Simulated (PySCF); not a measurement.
**Telling isomers of C3H10F2OSi2 apart by NMR**

[PySCF: geometry: GFN2-xTB; shielding tensors at PBE0/pcSseg-1 (GIAO); isolated molecule; averaged over atoms made equivalent by symmetry, fast rotation or ring inversion; single conformer; non-relativistic]

Referencing at the same level of theory: TMS for ¹H and ¹³C. Splittings of carbon signals by F and P are missing where no couplings were computed. Where no couplings were computed, multiplicities follow the n + 1 count of equivalent neighbours, and m marks all less simple cases (inequivalent or close neighbours, rings, F or P nearby). Shifts are as computed. Against solution values, carbons near 30 ppm lie about +3 ppm off and those near 130 ppm about +5 ppm. Of 1211 compounds with measured shifts, 218 miss one by over three times the rms of a fit or turn the order of signals round; such compounds aren't used in these exercises.

(1) Tabulate the signals of `CC([SiH3])([SiH3])OC(F)F`, `CC(C)O[SiH2][SiH](F)F`, `CO[C@H]([SiH3])C(F)(F)[SiH3]`, `C[SiH2]O[Si@H](C)C(F)F` and their relative energies.

(2) What is the quickest way to tell CC([SiH3])([SiH3])OC(F)F from CC(C)O[SiH2][SiH](F)F?

(3) What is the quickest way to tell CC(C)O[SiH2][SiH](F)F from C[SiH2]O[Si@H](C)C(F)F?

(4) What is the quickest way to tell CC([SiH3])([SiH3])OC(F)F from C[SiH2]O[Si@H](C)C(F)F?

Answers

(1) 
```json
{"SMILES": "CC([SiH3])([SiH3])OC(F)F", "carbon types": "1×C 1×CH 1×CH3", "δC": "122.6, 65.1, 21.3", "δH": "6.45 (m, 1H), 4.04 (s, 6H), 1.69 (s, 3H)", "E rel. (kcal/mol)": "104.4"}
{"SMILES": "CC(C)O[SiH2][SiH](F)F", "carbon types": "1×CH 2×CH3", "δC": "71.9, 26.0", "δH": "5.53 (m, 1H), 5.19 (m, 2H), 3.74 (sept, 1H), 1.21 (d, 6H)", "E rel. (kcal/mol)": "0.0"}
{"SMILES": "CO[C@H]([SiH3])C(F)(F)[SiH3]", "carbon types": "1×C 1×CH 1×CH3", "δC": "143.4, 81.5, 62.4", "δH": "3.95 (m, 3H), 3.87 (d, 3H), 3.56 (s, 3H), 3.51 (m, 1H)", "E rel. (kcal/mol)": "118.4"}
{"SMILES": "C[SiH2]O[Si@H](C)C(F)F", "carbon types": "1×CH 2×CH3", "δC": "127.5, 0.2, -2.2", "δH": "6.14 (m, 1H), 5.31 (m, 1H), 5.24 (m, 1H), 5.02 (m, 1H), 0.40 (m, 3H), 0.30 (d, 3H)", "E rel. (kcal/mol)": "29.6"}
```

Energies are electronic energies at PBE0/pcSseg-1 on these geometries, without zero-point or thermal terms, each for the one conformer computed, which needn't be the lowest.

(2) Count the carbon signals: 3 against 2. The first has a fully substituted sp3 carbon bonded to O and 2 Si (C) at 65.1 ppm, the second an sp3 CH bonded to O at 71.9 ppm. Their most deshielded carbons lie at 122.6 and 71.9 ppm. In the proton spectra the most deshielded non-exchanging signals are 6.45 (m, 1H) and 5.53 (m, 1H).

(3) Count the carbon signals: 2 against 3. The first has an sp3 CH bonded to O at 71.9 ppm, the second an sp3 CH bonded to 2 F and Si at 127.5 ppm. In the proton spectra the most deshielded non-exchanging signals are 5.53 (m, 1H) and 6.14 (m, 1H).

(4) Both give the same number of carbon signals, but DEPT or the intensities differ. The first has a fully substituted sp3 carbon bonded to O and 2 Si (C) at 65.1 ppm, the second a methyl carbon bonded to Si (CH3) at -2.2 ppm. Their most deshielded carbons lie at 122.6 and 127.5 ppm.
